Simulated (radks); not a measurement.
Values are calculated unless marked as measured or tabulated.
Problem. Tc XXXI, configuration [Ne] 3s2 3p1 (the NIST ground configuration). Level of theory: scalar-relativistic Kohn-Sham, SCAN, spin-unpolarised, spherical densities, finite nucleus; meta-GGA in the generalised Kohn-Sham scheme; Fermi nuclear charge, rms radius 4.4112 fm (a radial shooting solver on a logarithmic mesh with Libxc functionals). Some entries of the table are withheld. Estimate them.

| orbital | occ. | eigenvalue (hartree) | r(max) (bohr) |
|---|---|---|---|
| 1s | 2 | -826.9731 | 0.02228 |
| 2s | 2 | -165.6606 | 0.1252 |
| 2p | 6 | (1) | 0.09998 |
| 3s | 2 | -64.27790 | (2) |
| 3p | 1 | (3) | (4) |

Solution. 
(1) 2p eigenvalue (hartree): -154.5865
(2) 3s r(max) (bohr): 0.3410
(3) 3p eigenvalue (hartree): -60.68067
(4) 3p r(max) (bohr): 0.3285
